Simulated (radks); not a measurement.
The numbers below are computed, except where a source is named.
All-electron atom: Pm IV in [Xe] 4f4.

Code: a radial shooting solver on a logarithmic mesh with Libxc functionals. Model: non-relativistic Kohn-Sham, PBE, spin-polarised, spherical densities, point nucleus; open shells are filled with parallel spins first (spin-orbit coupling, left out, can overturn this in heavy ions); relativity is left out, which matters for an element this heavy.

Energy parts (eV):
part                      energy
total                 -262759.65
kinetic                262678.96
electron-nucleus      -621220.63
Hartree                101756.79
exchange-correlation    -5974.77

Orbitals (lengths in bohr, moments of r in powers of bohr; r(90%) holds 90 % of the orbital's charge):
orbital  occ.  eigenvalue (eV)  r(90%)      <r>
1s up       1        -42600.79  0.0442  0.02488
1s down     1        -42600.79  0.0442  0.02488
2s up       1        -6729.639   0.163   0.1062
2s down     1        -6729.606   0.163   0.1062
2p up       3        -6386.045   0.146  0.09018
2p down     3        -6386.028   0.146  0.09018
3s up       1        -1488.378   0.403   0.2761
3s down     1        -1486.742   0.403   0.2759
3p up       3        -1337.569   0.397   0.2659
3p down     3        -1336.072   0.396   0.2657
3d up       5        -1056.599   0.369   0.2372
3d down     5        -1055.512   0.369   0.2369
4s up       1        -317.7023   0.896   0.6246
4s down     1        -314.2355   0.896   0.6246
4p up       3        -260.0268   0.931   0.6411
4p down     3        -256.5630   0.931   0.6412
4d up       5        -158.0171    1.02   0.6834
4d down     5        -154.5704    1.03   0.6841
4f up       4         -36.6433    1.49   0.8872
4f down     0         -33.5274    1.55   0.9098
5s up       1         -64.8689    2.11    1.475
5s down     1         -63.2919    2.13    1.492
5p up       3         -48.7607    2.36    1.633
5p down     3         -47.5163    2.40    1.655
5d up       0         -25.1992    3.26    2.184
5d down     0         -24.5955    3.32    2.226
6s up       0         -20.7750    4.70    3.340
6s down     0         -20.5061    4.75    3.374

The highest occupied level is 4f up at -36.643 eV. The spin density at the nucleus is 0.157 e/bohr^3 (1s 0.002, 2s -0.164, 3s -2.550, 4s 0.372, 5s 2.495). Summed over all electrons, <r^2> = 37.70 bohr^2, which gives a Langevin (diamagnetic) susceptibility term of -29.9 x 10^-6 cm^3/mol. Spin moment in Bohr magnetons: 4. The density falls to 0.001 e/bohr^3 at r = 3.38 bohr. Virial ratio -V/T = 2.00031. The electron density at the nucleus is 1.613e+05 e/bohr^3.
